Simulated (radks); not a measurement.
Q: The indium ion In13+ is in [Kr]. Method: scalar-relativistic Kohn-Sham, LDA (Slater exchange, Perdew-Wang correlation), spin-polarised, spherical densities, finite nucleus; Fermi nuclear charge, rms radius of each element as measured or else 0.836 A^(1/3) + 0.57 fm; computed with a radial shooting solver on a logarithmic mesh with Libxc functionals. Open shells are filled with parallel spins first. One electron is removed from 4s, 3p, 4p, 3d in turn, with full relaxation. Which removal costs least, and what does each cost?

A: 4p 345.09 eV; 4s 391.44 eV; 3d 749.89 eV; 3p 961.99 eV. The 4p electron leaves first.
